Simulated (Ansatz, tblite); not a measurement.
Cost and result up the ladder for SrO₂⁻ (the lowest doublet isomer of a short search) (3 atoms). Total charge -1; doublet. Geometry: PBE0-D4/def2-TZVPD.

```xyz
3

Sr    0.0114   -1.2464    0.5221
O     0.1445    0.9051    0.4086
O    -0.1559    0.3413   -0.9307
```

Ansatz on 4 threads of Arm Neoverse V2 on a shared host; xTB runs through tblite on one thread. Times are rough, summed over both states, and most runs start from the orbitals of an earlier one. PBE0-D4/def2-TZVPD serves as the yardstick here, not as an exact answer. The other state is a singlet.

In the def2 sets Sr takes a core potential; there is no spin–orbit coupling. The xTB rows come from tblite. Correlated methods freeze 2 core orbitals; core or outer-core shells of Sr are correlated, in sets that lack core-valence functions. The structure holds 1 bond(s) between oxygen atoms. Another isomer (doublet) lies 0.30 eV lower at PBE-D4/def2-TZVPD.

Correlated methods converge slowly with the basis.

Raw xTB energies of ions are shifted by several eV, and xTB has no spin-polarisation term.

```
               level  functions  wall time  vertical IE (eV)  difference from PBE0-D4/def2-TZVPD (eV)                       remarks
            GFN1-xTB         17    0.004 s              4.88                                     3.90                             –
            GFN2-xTB         17    0.007 s              6.18                                     5.21                             –
   PBE-D4/def2-TZVPD        113      1.7 s              0.91                                    -0.06  HOMO above zero (-1 doublet)
r2SCAN-D4/def2-TZVPD        113        4 s              0.90                                    -0.08  HOMO above zero (-1 doublet)
  PBE0-D4/def2-TZVPD        113      4.7 s              0.97                                     0.00  HOMO above zero (-1 doublet)
 CCSD(T)/def2-TZVPPD        120       13 s              0.94                                    -0.03    large T1 (0.026) (singlet)
```
